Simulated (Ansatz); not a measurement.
Basis-set series for `[CH3][Sn]([CH3])([CH3])[Br]`. Charge 0, multiplicity 1. Sn: def2 effective core potential. All single points use the PBE0-D4/def2-TZVP geometry.

```json
{"functional": "PBE0-D4", "basis": "def2-SVP", "functions": "145", "energy (Eh)": "-2907.40860", "HOMO (eV)": "-7.45", "LUMO (eV)": "0.24"}
{"functional": "PBE0-D4", "basis": "def2-QZVPP", "functions": "612", "energy (Eh)": "-2907.93069", "HOMO (eV)": "-7.62", "LUMO (eV)": "-0.20"}
{"functional": "ωB97M-V", "basis": "def2-SVP", "functions": "145", "energy (Eh)": "-2907.56112", "HOMO (eV)": "-9.63", "LUMO (eV)": "2.19"}
{"functional": "ωB97M-V", "basis": "def2-QZVPP", "functions": "612", "energy (Eh)": "-2908.09008", "HOMO (eV)": "-9.81", "LUMO (eV)": "1.07"}
```

(1) Give the rows for def2-TZVPP. (Estimate.)

## Answers

(1) Computed: 
| functional | basis | functions | energy (Eh) | HOMO (eV) | LUMO (eV) |
| --- | --- | --- | --- | --- | --- |
| PBE0-D4 | def2-TZVPP | 317 | -2907.86869 | -7.61 | -0.04 |
| ωB97M-V | def2-TZVPP | 317 | -2908.02995 | -9.80 | 1.72 |

Positive LUMOs are unbound and depend on the basis. Scalar relativity is left out up to krypton.
